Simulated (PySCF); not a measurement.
Compound: C5H9ClSi.
Atom-mapped SMILES: `[Cl:1][CH2:2][C@H:3]1[CH:4]=[CH:5][CH2:6][SiH2:7]1` (hydrogens: H8, H9 on C2; H10 on C3; H11 on C4; H12 on C5; H13, H14 on C6; H15, H16 on Si7)

The same species was optimised twice, with GFN2-xTB and with PBE0-D3(BJ)/def2-SVP (PySCF), and the same property calculations (PySCF, gas phase) were run on both structures.

```csv
coordinate,GFN2-xTB,PBE0-D3(BJ)/def2-SVP,change
C4=C5 (Å),1.321,1.341,+0.020
Cl1–C2 (Å),1.781,1.796,+0.015
C6–Si7 (Å),1.904,1.894,-0.010
C5–C6 (Å),1.499,1.507,+0.008
C3–C4 (Å),1.504,1.510,+0.006
C3–Si7 (Å),1.920,1.916,-0.004
C2–C3 (Å),1.519,1.521,+0.002
C4–C3–Si7 (°),103.5,100.6,-2.9
C5–C6–Si7 (°),104.1,101.3,-2.8
C2–C3–C4 (°),110.5,113.0,+2.5
C3–Si7–C6 (°),93.4,95.7,+2.3
Cl1–C2–C3 (°),109.9,112.0,+2.1
C2–C3–Si7 (°),113.8,115.6,+1.8
C4–C5–C6 (°),119.2,119.6,+0.4
C3–C4–C5 (°),119.1,119.4,+0.3
Cl1–C2–C3–C4 (°),-65,-65,0
```

Rotational constants: A = 2605, B = 1438, C = 1344 MHz (GFN2-xTB) against A = 2595, B = 1382, C = 1323 MHz (PBE0-D3(BJ)/def2-SVP). Point groups within 0.08 Å: C1 and C1.

On the GFN2-xTB structure: lowest singlet, TDDFT (eV) 6.86 [CAM-B3LYP/def2-SVPD]; isotropic polarisability (au) 93.2 [CAM-B3LYP/def2-SVPD]; HOMO (eV) -8.56 [CAM-B3LYP/def2-SVPD]; LUMO (eV) 1.02 [CAM-B3LYP/def2-SVPD]; dipole (D) 1.55 [CAM-B3LYP/def2-SVPD]; HOMO (eV) -7.25 [PBE0/pcSseg-1]; LUMO (eV) 0.29 [PBE0/pcSseg-1]; dipole (D) 1.55 [PBE0/pcSseg-1]; GIAO shielding of Cl1 (ppm) 873.9 [PBE0/pcSseg-1]; GIAO shielding of C2 (ppm) 132.4 [PBE0/pcSseg-1]; GIAO shielding of C3 (ppm) 149.2 [PBE0/pcSseg-1]; GIAO shielding of C4 (ppm) 46.0 [PBE0/pcSseg-1]; GIAO shielding of C5 (ppm) 44.1 [PBE0/pcSseg-1]; GIAO shielding of C6 (ppm) 169.2 [PBE0/pcSseg-1]; GIAO shielding of Si7 (ppm) 383.8 [PBE0/pcSseg-1].

Q: What do these properties become on the PBE0-D3(BJ)/def2-SVP structure?

A: 
```
                                    property                level  on GFN2-xTB  on PBE0-D3(BJ)/def2-SVP  change
                  lowest singlet, TDDFT (eV)  CAM-B3LYP/def2-SVPD         6.86                     6.71   -0.15
               isotropic polarisability (au)  CAM-B3LYP/def2-SVPD         93.2                     95.1    +1.9
                                   HOMO (eV)  CAM-B3LYP/def2-SVPD        -8.56                    -8.59   -0.03
                                   LUMO (eV)  CAM-B3LYP/def2-SVPD         1.02                     0.93   -0.09
                                  dipole (D)  CAM-B3LYP/def2-SVPD         1.55                     1.56   +0.01
energy, GFN2-xTB geometry as zero (kcal/mol)  CAM-B3LYP/def2-SVPD          0.0                     -2.1    -2.1
                                   HOMO (eV)        PBE0/pcSseg-1        -7.25                    -7.28   -0.03
                                   LUMO (eV)        PBE0/pcSseg-1         0.29                     0.08   -0.21
                                  dipole (D)        PBE0/pcSseg-1         1.55                     1.56   +0.01
energy, GFN2-xTB geometry as zero (kcal/mol)        PBE0/pcSseg-1          0.0                     -1.8    -1.8
                 GIAO shielding of Cl1 (ppm)        PBE0/pcSseg-1        873.9                    871.5    -2.4
                  GIAO shielding of C2 (ppm)        PBE0/pcSseg-1        132.4                    129.8    -2.6
                  GIAO shielding of C3 (ppm)        PBE0/pcSseg-1        149.2                    150.4    +1.2
                  GIAO shielding of C4 (ppm)        PBE0/pcSseg-1         46.0                     42.8    -3.2
                  GIAO shielding of C5 (ppm)        PBE0/pcSseg-1         44.1                     38.9    -5.2
                  GIAO shielding of C6 (ppm)        PBE0/pcSseg-1        169.2                    169.0    -0.2
                 GIAO shielding of Si7 (ppm)        PBE0/pcSseg-1        383.8                    377.3    -6.5
```

The heavy atoms differ by 0.059 Å rms after alignment. Among bonds between heavy atoms C4=C5 changes most (+0.020 Å). Changes are differences of the printed values. Neither structure is proved a minimum here.
